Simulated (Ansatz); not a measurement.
Stepwise reaction of `[CH3][In]([CH3])[SH]` with ammonia, as a gas-phase model of exchange steps in deposition or etching. ΔE in kJ/mol.

Calculated with Ansatz (gas phase, PBE0-D4/def2-TZVP geometries, no zero-point term in ΔE). CCSD(T)/CBS is the MP2 limit (def2-TZVPP, def2-QZVPP) plus CCSD(T) − MP2 in def2-TZVPP, frozen cores. This one scheme is used for every species. DFT in def2-TZVPP. B3LYP here is the variant with VWN-RPA as its local correlation; programs differ in this. def2 core potentials past Kr. For In outer-core shells are correlated without core-valence functions, which leaves a few kJ/mol of doubt a bond. One conformer a species, not always the lowest.

```tsv
step	reaction	PBE-D4	B3LYP-D4	ωB97M-V	CCSD(T)/CBS
1	`[CH3][In]([CH3])[SH]` + NH₃ → `[CH3][In]([NH2])[SH]` + CH₄	-30.4	-34.5	-32.0	-34.3
```

(1) Give the row of step 2, `[CH3][In]([NH2])[SH]` + NH₃ → `[NH2][In]([NH2])[SH]` + CH₄. (Best estimate.)

(2) By hand: ΔE of the 2 steps together at CCSD(T)/CBS.

Answers

(1) Computed: 
| step | reaction | PBE-D4 | B3LYP-D4 | ωB97M-V | CCSD(T)/CBS |
| --- | --- | --- | --- | --- | --- |
| 2 | `[CH3][In]([NH2])[SH]` + NH₃ → `[NH2][In]([NH2])[SH]` + CH₄ | -20.1 | -23.4 | -20.9 | -23.4 |

(2) (-34.3) + (-23.4) = -57.7 kJ/mol, or -28.8 kJ/mol a step.

In ΔE each step is higher than the one before. All are downhill at CCSD(T)/CBS. PBE-D4 differs from CCSD(T)/CBS by 3.3 to 3.9 kJ/mol a step. Only this route is followed, and other bonds may react first. Isolated molecules leave out the surface, adducts and barriers. Largest T1 diagnostic: 0.014.
